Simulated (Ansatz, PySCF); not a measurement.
System: Si₂H₄Cl, charge 0, doublet. Si2H4Cl (SMILES Cl[SiH2][SiH2], doublet).
B3LYP-D3(BJ)/def2-TZVP minimum from Ansatz (a program for electronic structure):
```
Si
H 1 1.4791
H 1 1.4817 2 108.94
Cl 1 2.0757 2 108.28 3 116.04
Si 1 2.3306 2 110.40 3 -125.79
H 5 1.4840 1 113.41 2 -177.06
H 5 1.4860 6 110.33 1 127.96
```
Charge 0, spin multiplicity 2.

Atomisation energy term by term, kcal/mol (programs: Ansatz). Radicals and triplets start from unrestricted determinants; spin-orbit coupling is neglected. Correlated methods leave the cores frozen. Rows without X2C or -DK are non-relativistic. CBS(X,Y): correlation extrapolated as X^-3, Hartree-Fock from the larger set. A bracket is a step between two methods taken in the basis named. '+ core + X2C': CCSD(T) terms for core correlation (cc-pwCVTZ, 1s frozen past Ne) and scalar relativity (cc-pVTZ-DK). For partners of very few electrons the exact lower level stands in for a higher one.

| term | basis | kcal/mol |
|---|---|---|
| Hartree-Fock | cc-pV(Q+d)Z | 352.04 |
| CCSD correlation | CBS(cc-pV(T+d)Z,cc-pV(Q+d)Z) | 101.11 |
| (T) | CBS(cc-pV(T+d)Z,cc-pV(Q+d)Z) | 5.44 |
| CCSDT(Q) - CCSD(T) | cc-pV(D+d)Z | 0.40 |
| core correlation | cc-pwCVTZ | -0.33 |
| scalar relativity | X2C, cc-pVTZ-DK | -1.44 |
| minus zero-point energy | harmonic, PySCF's Hessian at B3LYP-D3(BJ)/def2-TZVP | -21.25 |
| sum: D0 |  | 436.0 |
